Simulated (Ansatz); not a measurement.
Relaxation of CH$_{2}$BrFO (6 atoms, charge 0, multiplicity 1), to a largest force component of 0.02 eV/Å in at most 40 steps.

Method: RKS PBE/def2-SVP in Ansatz 0.2.0.

```xyz
6
Properties=species:S:1:pos:R:3
O 0.256 1.083 -0.133
C 0.053 -0.203 0.293
F 0.802 -0.949 -0.532
Br -1.716 -0.723 0.121
H 0.272 1.024 -1.127
H 0.376 -0.296 1.331
```

**Question.** Where does it end, and by what steps?

**Answer.** The forces met the threshold. After 8 steps the energy has fallen by 0.351 eV; H5 moved furthest, 0.22 Å.

```json
{"step": "0", "energy less start (eV)": "0.0000", "largest force component (eV/Å)": "2.583", "accepted": "yes"}
{"step": "1", "energy less start (eV)": "-0.2575", "largest force component (eV/Å)": "1.340", "accepted": "yes"}
{"step": "2", "energy less start (eV)": "-0.3297", "largest force component (eV/Å)": "0.636", "accepted": "yes"}
{"step": "3", "energy less start (eV)": "-0.3036", "largest force component (eV/Å)": "1.276", "accepted": "no"}
{"step": "4", "energy less start (eV)": "-0.3476", "largest force component (eV/Å)": "0.168", "accepted": "yes"}
{"step": "5", "energy less start (eV)": "-0.3508", "largest force component (eV/Å)": "0.074", "accepted": "yes"}
{"step": "6", "energy less start (eV)": "-0.3514", "largest force component (eV/Å)": "0.028", "accepted": "yes"}
{"step": "7", "energy less start (eV)": "-0.3514", "largest force component (eV/Å)": "0.054", "accepted": "no"}
{"step": "8", "energy less start (eV)": "-0.3514", "largest force component (eV/Å)": "0.003", "accepted": "yes"}
```

```xyz
6
Properties=species:S:1:pos:R:3
O 0.362 1.076 -0.156
C 0.143 -0.190 0.256
F 0.862 -1.104 -0.453
Br -1.792 -0.722 0.068
H 0.095 1.149 -1.096
H 0.373 -0.273 1.335
```

Run time: 16 s on 1 thread of Arm Neoverse V1 (shared host), peak memory 0.13 GiB.
